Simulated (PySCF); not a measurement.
**Tellurium: a sound run and one with changed settings**

Sound run: Te⁺ [Kr] 4d10 5s2 5p3, Te²⁺ [Kr] 4d10 5s2 5p2. All numbers are calculated (PySCF 2.14, scalar relativity through the core potential, in cc-pVTZ-PP with ECP28MDF). The sound run starts from symmetry-adapted Hartree-Fock orbitals and uses a fine grid where one is needed.

Changed run: basis STO-3G, all-electron and non-relativistic. This setting is unsound on purpose.

| species | method | sound run (hartree) | changed run (hartree) | converged |
| --- | --- | --- | --- | --- |
| Te⁺ | UHF | -266.72126 | -6546.92308 | yes |
| Te⁺ | r2SCAN | -267.76685 | -6549.12904 | yes |
| Te⁺ | MN15 | -267.04265 | -6545.07907 | yes |
| Te²⁺ | UHF | -266.04668 | -6546.27025 | yes |
| Te²⁺ | r2SCAN | -267.06832 | -6548.44625 | yes |
| Te²⁺ | MN15 | -266.35023 | -6544.41230 | yes |

Ionisation energy of Te⁺:

```
method  sound run (eV)  changed run (eV)
   UHF          18.356            17.764
r2SCAN          19.008            18.580
  MN15          18.842            18.144
```

A minimal basis cannot let orbitals breathe on ionisation and holds almost no correlation. The Hamiltonian changed with the basis, so the totals do not compare.

For comparison, NIST gives 18.6 ± 0.4 eV between the lowest levels.
